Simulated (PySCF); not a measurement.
Level of theory: PBE-D3(BJ)/def2-TZVP // PBE0-D3(BJ)/def2-TZVP (PySCF 2.14.0). All species are isolated molecules in the gas phase. Excitations are Tamm–Dancoff values on a coarser integration grid. The basis has no diffuse functions, so Rydberg states are missing or too high.

Reference species (SMILES): `Cl/C=C\C` (neutral, multiplicity 1).

| Quantity | Value |
|---|---|
| LUMO | -0.88 eV |
| brightest of the four lowest singlets (TDA) | 6.79 eV |

Changed species: `Cl/C=C/C`.

**Question.** Predict the effect on the LUMO and brightest of the four lowest singlets (TDA).

**Answer.** the LUMO falls by 0.06 eV, to -0.94 eV; the brightest of the four lowest singlets (TDA) decreases by 0.14 eV, to 6.65 eV.
